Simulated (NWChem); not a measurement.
Molecule: PbHOCl, singlet; SMILES [OH][Pb][Cl]

```xyz
4

Pb     0.2382     0.3349     0.0000
Cl    -0.1749    -2.1355     0.0000
O     -1.8294     0.8738     0.0000
H     -1.9199     1.8488     0.0000
```
Atoms are numbered in this order, from 1.

Program: NWChem. Low-valent species are run as closed-shell singlets; no triplet was tried in these runs. The geometry was optimised at PBE-D3(BJ)/def2-SVP. def2 effective core potentials on Pb; no spin-orbit coupling.

Problem. Taking Hartree-Fock/def2-QZVP as the yardstick, which of these has the fewest basis functions while keeping “highest occupied level (eV)” within 0.05 eV of it: Hartree-Fock/def2-SVP; Hartree-Fock/def2-SVPD; Hartree-Fock/def2-TZVPP; Hartree-Fock/def2-TZVP?

Solution. Hartree-Fock/def2-TZVP.
```json
[
 {"level": "Hartree-Fock/def2-SVP", "basis functions": "63", "highest occupied level (eV)": "-10.27", "relative time (rough)": "1"},
 {"level": "Hartree-Fock/def2-SVPD", "basis functions": "90", "highest occupied level (eV)": "-10.61", "relative time (rough)": "2"},
 {"level": "Hartree-Fock/def2-TZVP", "basis functions": "124", "highest occupied level (eV)": "-10.52", "relative time (rough)": "4"},
 {"level": "Hartree-Fock/def2-TZVPP", "basis functions": "137", "highest occupied level (eV)": "-10.52", "relative time (rough)": "5"},
 {"level": "Hartree-Fock/def2-QZVP", "basis functions": "239", "highest occupied level (eV)": "-10.55", "relative time (rough)": "20"}
]
```

The yardstick is one finite set, not the basis-set limit.
